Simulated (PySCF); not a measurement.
FeO3, multiplicity 1. Atoms are numbered in the order given.

```xyz
4

Fe     0.0000     0.0000     0.0000
O      1.5545     0.0000     0.0000
O     -0.7772     1.3462     0.0000
O     -0.7772    -1.3462     0.0000
```

The structure is a stationary point at r2SCAN-D4/def2-SVP. The spin state was assumed, not searched.

Computed with PySCF with r2SCAN/def2-TZVPD.

Computed frontier levels, gap, dipole moment and polarisability:
The highest occupied level comes out as -8.13 eV and the lowest empty level is -6.65 eV. The orbital gap is 1.48 eV, the dipole moment is 0.00 D and the quadrupole, principal values (traceless, Buckingham form, about the centre of nuclear charge) comes out as -2.03, -2.03, 4.07 D·Å. The mean static polarisability is 38.6 bohr³ (5.72 Å³) and the polarisability, principal values comes out as 24.7, 45.6, 45.6 bohr³.
